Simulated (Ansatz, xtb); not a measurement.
Relative energy of two isomers of FH7NSi2+

Structure a is `[NH3+][SiH2][SiH2]F`, a singlet and structure b is `F[SiH2][NH2+][SiH3]`, a singlet. Both are isolated ions in the gas phase, relaxed with PBE0-D3(BJ)/def2-SVP; each stands in its lowest conformer found.

Quicker runs give these differences E(b) − E(a): GFN2-xTB −1.031 eV; HF/STO-3G −0.828 eV (at GFN2-xTB geometries); r2SCAN-D4/def2-SVP −0.336 eV (at GFN2-xTB geometries).

Task: Estimate E(b) − E(a) at the level CCSD(T)/def2-SVP + ΔMP2/def2-TZVPP.

Result: Calculated at CCSD(T)/def2-SVP + ΔMP2/def2-TZVPP: E(b) − E(a) = −0.475 eV, so structure b lies lower.

The same difference at several levels:

| level | geometry | E(b) − E(a) (eV) | departure from the last row (eV) | job, with rough time for the two |
| --- | --- | --- | --- | --- |
| GFN2-xTB | GFN2-xTB | −1.031 | −0.556 | optimisation, 0.18 s |
| HF/STO-3G | GFN2-xTB | −0.828 | −0.353 | single point, 0.24 s |
| r2SCAN-D4/def2-SVP | GFN2-xTB | −0.336 | +0.139 | single point, 1.8 s |
| PBE0-D3(BJ)/def2-SVP | PBE0-D3(BJ)/def2-SVP | −0.201 | +0.275 | optimisation, 32 s |
| HF/def2-SVP | PBE0-D3(BJ)/def2-SVP | −0.466 | +0.009 | part of the CCSD(T) run |
| MP2/def2-SVP | PBE0-D3(BJ)/def2-SVP | −0.461 | +0.015 | part of the CCSD(T) run |
| CCSD(T)/def2-SVP | PBE0-D3(BJ)/def2-SVP | −0.400 | +0.076 | single point |
| CCSD(T)/def2-SVP + ΔMP2/def2-TZVPP | PBE0-D3(BJ)/def2-SVP | −0.475 |  | single point, 12 s |

As drawn, b has 1 N–Si, 1 Si–H in place of 1 Si–Si, 1 N–H.

The levels shown agree on the order. The largest departure from CCSD(T)/def2-SVP + ΔMP2/def2-TZVPP is that of GFN2-xTB, 0.556 eV. The last row adds to CCSD(T) the change of the MP2 difference between the two basis sets, here −0.076 eV.

With harmonic frequencies from PBE0-D3(BJ)/def2-SVP (ideal gas, rigid rotor, one conformer each, 298.15 K, 1 atm): the zero-point term adds −0.068 eV; ΔH is −0.551 and ΔG −0.543 eV.

The correlated steps freeze 12 core orbitals. Codes used: Ansatz 0.2.0, xtb 6.7.1; the last row on 2 threads of Intel(R) Xeon(R) 6975P-C (Granite Rapids) on a shared host.
